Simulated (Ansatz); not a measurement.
Species: C2H4N2, SMILES `N=C=CN` (charge 0, multiplicity 1).

Task: Give a relaxed geometry from B3LYP-D3(BJ)/def2-TZVP (Ansatz, a quantum-chemistry and plane-wave program).

Result: Several could match; the one computed here: the end point of this relaxation, one of several conformers (outside a Z-matrix the atoms follow the SMILES, hydrogens last).
Cartesian coordinates (Å) in one orientation:
```xyz
8

N      2.102     0.064    -0.191
C      0.916    -0.214    -0.032
C     -0.352    -0.530     0.042
N     -1.436     0.395     0.053
H      2.604     0.314     0.665
H     -0.609    -1.569     0.206
H     -2.104     0.190    -0.682
H     -1.120     1.350    -0.061
```
